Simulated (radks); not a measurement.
The numbers below are computed, except where a source is named.
Question: The mean radii <r> (bohr) of the occupied orbitals of an atom or ion are listed with their occupations. Code: a radial shooting solver on a logarithmic mesh with Libxc functionals. Model: Dirac Kohn-Sham, AM05, spin-unpolarised, spherical densities, finite nucleus; Fermi nuclear charge, rms radius of each element as measured or else 0.836 A^(1/3) + 0.57 fm.

orbital  occ.      <r>
1s1/2       2  0.04279
2s1/2       2   0.1895
2p1/2       2   0.1628
2p3/2       4   0.1667
3s1/2       2   0.5512
3p1/2       2   0.5559
3p3/2       4   0.5663
3d3/2       4   0.5805
3d5/2       6   0.5843
4s1/2       1    1.470
4p1/2       1    1.622
5p1/2       1    3.459

Name the element and its charge. Open shells, if any, fill j = l - 1/2 first.

Answer: Z = 35, bromine, charge +4: Br4+ in [Ar] 3d10 4s1 4p1 5p1. The 1s radius gives Z: for a bare nucleus <r> = (2 gamma + 1)/(2Z) with gamma = sqrt(1 - (Z/c)^2), 0.04191 bohr for Z = 35, and screening makes it slightly larger (0.04279 here). The occupations add up to 31, and the charge is Z minus that.
